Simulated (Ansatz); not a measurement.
Start from `C[CH](C)[Mg][F]` and change one atom or group to get `CC(C)[O][InH2]`.

Ansatz, PBE0-D4/def2-TZVP geometries, multiplicity 1. Each molecule was computed in one conformer, which needn't be the lowest.

Elements past krypton have def2 core potentials.

```csv
property,`C[CH](C)[Mg][F]`
HOMO–LUMO gap (PBE/def2-TZVPP) / eV,3.72
size of the dipole moment (ωB97M-V/def2-TZVPP) / D,2.08
HOMO–LUMO gap (ωB97M-V/def2-TZVPP) / eV,8.94
"ideal-gas entropy at 298 K and 1 bar (rigid rotor, harmonic PBE0-D4/def2-TZVP) / J/(mol·K)",353
HOMO–LUMO gap (B3LYP/def2-TZVPP) / eV,5.09
LUMO energy (B3LYP/def2-TZVPP) / eV,-1.36
```

**Question.** What does the change do to each property? (Best estimate.)

**Answer.** Computed: 
| property | `CC(C)[O][InH2]` | shift |
| --- | --- | --- |
| HOMO–LUMO gap (PBE/def2-TZVPP) / eV | 3.73 | 0.01 |
| size of the dipole moment (ωB97M-V/def2-TZVPP) / D | 1.62 | -0.46 |
| HOMO–LUMO gap (ωB97M-V/def2-TZVPP) / eV | 9.58 | 0.64 |
| ideal-gas entropy at 298 K and 1 bar (rigid rotor, harmonic PBE0-D4/def2-TZVP) / J/(mol·K) | 383 | 30 |
| HOMO–LUMO gap (B3LYP/def2-TZVPP) / eV | 5.30 | 0.21 |
| LUMO energy (B3LYP/def2-TZVPP) / eV | -1.80 | -0.44 |

With PBE0 the HOMO falls by 0.72 eV and the LUMO falls by 0.46 eV, so the gap widens by about 0.26 eV. PBE moves the HOMO by -0.44 eV and ωB97M-V by -0.91 eV. The zero-point energy changes by 40.3 kJ/mol with +6 modes. Dipoles are sizes alone; their direction can turn. Modes under 60 cm⁻¹, often nearly free rotors, make the harmonic entropy too high.

B3LYP here is the variant with VWN-RPA as its local correlation; programs differ in this.
